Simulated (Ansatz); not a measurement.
Isolated molecules relaxed with PBE0-D4/def2-TZVP in Ansatz; ΔE leaves out vibrations. CCSD(T)/CBS is the MP2 limit (def2-TZVPP, def2-QZVPP) plus CCSD(T) − MP2 in def2-TZVPP, frozen cores. This one scheme is used for every species. One conformer a species, not always the lowest.

`[SiH3]N[SiH2]S` + silanol → `[SiH3]N[SiH2]O[SiH3]` + H₂S  (ligand exchange at the Si–S bond)

```
               species  CCSD/CBS(def2) energy (Eh)
      `[SiH3]N[SiH2]S`                 -1034.89463
             `O[SiH3]`                  -366.67836
`[SiH3]N[SiH2]O[SiH3]`                 -1002.63238
                   H₂S                  -398.96478
```

(1) Work out ΔE.

Largest T1 diagnostic among the species: 0.011.

Answers

(1) ΔE = (-1002.63238) + (-398.96478) − (-1034.89463) − (-366.67836) = -0.02417 Eh = -63.5 kJ/mol. CCSD(T)/CBS gives -60.8 kJ/mol.

The D4 term adds −5.1 kJ/mol with B3LYP and −3.3 kJ/mol with PBE0; it sums over pairs of atoms, weighted by their polarisabilities, and B3LYP, whose exchange is more repulsive, gets the larger term. In def2-TZVPP, CCSD(T) changes the Hartree–Fock value by +11.8 kJ/mol (the triples alone add +2.6 kJ/mol) and MP2 by +15.1 kJ/mol.

B3LYP here is the variant with VWN-RPA as its local correlation; programs differ in this.
